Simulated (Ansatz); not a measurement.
BeH3N (SMILES [BeH][NH2]) moved off its minimum; all values from Ansatz (a program for electronic structure), cores frozen in correlated methods.
(charge 0, multiplicity 1)
```xyz
5

Be    -0.67654    -0.21877    -0.98074
H     -1.44199    -0.34061    -1.72540
N      0.39560     0.14227     0.49621
H      1.22286    -0.42033     0.63343
H      0.46499     0.77698     0.85140
```

Problem. Give the forces (eV/Å), the total energy and the dipole at CCSD(T)/aug-cc-pVTZ.

Solution. 
```json
[
 {"atom": "Be1", "Fx": "7.241", "Fy": "1.936", "Fz": "8.457"},
 {"atom": "H2", "Fx": "-4.886", "Fy": "-0.943", "Fz": "-4.999"},
 {"atom": "N3", "Fx": "-4.912", "Fy": "-30.315", "Fz": "-19.426"},
 {"atom": "H4", "Fx": "-0.158", "Fy": "-0.176", "Fz": "-0.161"},
 {"atom": "H5", "Fx": "2.715", "Fy": "29.498", "Fz": "16.129"}
]
```
Energy -71.0017 hartree, dipole 0.92 D.
